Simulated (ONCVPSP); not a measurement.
PBE ONCV dataset for Eu, scalar-relativistic all-electron reference.

* Element: Eu (Z = 63)
* Generator: ONCVPSP 4.0.1
* Type: optimised norm-conserving Vanderbilt (ONCV)
* Functional: PBE
* Relativity: scalar-relativistic
* Frozen core: [Kr]
* Valence charge: 27
* Reference configuration: 4d10 4f6 5s2 5p6 5d1 6s2
* Partial waves: 5s+6s: rc 2.40 bohr, ncon 4, nbas 8, qcut 5.5 1/bohr, 2 projectors; 5p: rc 1.65 bohr, ncon 5, nbas 8, qcut 5.3 1/bohr, 2 projectors, debl 1.3 Ha; 4d+5d: rc 1.15 bohr, ncon 4, nbas 8, qcut 13.2 1/bohr, 2 projectors; 4f: rc 1.40 bohr, ncon 4, nbas 9, qcut 13.1 1/bohr, 1 projector
* Local potential: polynomial inside 0.85 bohr (lpopt 5, dvloc0 -1 Ha)
* Core correction: polynomial model core, fcfact 0.2

All-electron outer shells of the reference configuration (PBE, scalar-relativistic, ld1.x):

| shell | level (eV) | outermost node (bohr) | outermost maximum (bohr) |
| --- | --- | --- | --- |
| 4p | -265.34 | 0.30 | 0.55 |
| 4d | -141.58 | 0.27 | 0.57 |
| 5s | -48.22 | 0.67 | 1.21 |
| 5p | -26.63 | 0.72 | 1.38 |
| 4f | -8.36 | – | 0.59 |
| 6s | -4.06 | 1.63 | 3.43 |
| 5d | -2.64 | 0.81 | 1.98 |

(1) Does the generator finish with these settings?

Results:

(1) No. ONCVPSP 4.0.1 stopped with "sratom123: lschfb convergence ERROR n,l,iter= 4 3 4": the all-electron bound-state solver failed for one shell.
